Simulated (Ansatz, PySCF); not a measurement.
ClSi, SMILES [Si]Cl (connectivity only; charge and spin as stated), charge +1, multiplicity 1. Atoms are numbered in the order given.

```xyz
2

Si     0.0000     0.0000    -1.0731
Cl     0.0000     0.0000     0.8820
```
Charge +1, spin multiplicity 1.

The structure is a stationary point at PBE0-D3(BJ)/def2-TZVPD.

Two levels are set side by side: PBE-D3(BJ)/def2-TZVPD (Ansatz, a program for electronic structure) and PBE0-D3(BJ)/def2-TZVPD (Ansatz). Each level has its own optimised geometry; the coordinates shown are those of the second. Frequencies come from the Hessian of PySCF at each geometry. Differences are taken from unrounded values.

```
quantity                            PBE0-D3(BJ)
----------------------------------  -----------
bond Si1–Cl2 (Å)                          1.955
highest harmonic wavenumber (cm⁻¹)          670
mean harmonic wavenumber (cm⁻¹)             670
zero-point energy (kcal/mol)               0.96
```

Question: What does PBE-D3(BJ) give, and how far is it from PBE0-D3(BJ)? (Estimate from the structure and the level; the computed values follow.)

Answer: 
```tsv
quantity	PBE-D3(BJ)	PBE-D3(BJ) minus PBE0-D3(BJ)
bond Si1–Cl2 (Å)	1.975	0.020
highest harmonic wavenumber (cm⁻¹)	639	-31
mean harmonic wavenumber (cm⁻¹)	639	-31
zero-point energy (kcal/mol)	0.91	-0.04
```
